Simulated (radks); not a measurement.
The table gives one normalised radial function P(r) = r R(r) (large component) of Mo22+ in [Ar] 3d2 (r in bohr). All-electron calculation, Dirac Kohn-Sham, PBE, spin-unpolarised, spherical densities, point nucleus; open shells fill j = l - 1/2 first. Program: a radial shooting solver on a logarithmic mesh with Libxc functionals.

r,P
0.001499,0.0000
0.00186,0.0000
0.002327,0.0000
0.002911,0.0001
0.003613,0.0001
0.004521,0.0003
0.005656,0.0005
0.007019,0.0008
0.008781,0.0015
0.01099,0.0028
0.01363,0.0051
0.01706,0.0093
0.02117,0.0164
0.02649,0.0295
0.03314,0.0521
0.04113,0.0887
0.05145,0.1504
0.06437,0.2479
0.07989,0.3882
0.09995,0.5925
0.125,0.8580
0.1552,1.1551
0.1942,1.4592
0.2429,1.6836
0.3015,1.7428
0.3771,1.5835
0.4718,1.2209
0.5856,0.7856
0.7326,0.3905
0.9166,0.1426
1.138,0.0373

Which n and l does it have? It may be an empty orbital.

Answer. n = 3, l = 2: the number of nodes gives n - l - 1 = 0, the rise at small r points to l (for j = l - 1/2 the large component starts as r^gamma with gamma = sqrt(l^2 - (Z/c)^2) = 1.98 and the r^(l+1) term takes over further out; the orbital of l - 1 with the same j starts with the same power, but with a larger coefficient, and does not steepen), and the extent must fit the shell. The curve is that of 3d3/2; the two j differ most near the nucleus, where j = l - 1/2 has the larger amplitude, and in heavy atoms j = l - 1/2 is also the more compact. 3d3/2: eigenvalue -984.07 eV, 0 radial nodes, <r> = 0.348 bohr, 90 % of the charge inside 0.538 bohr.
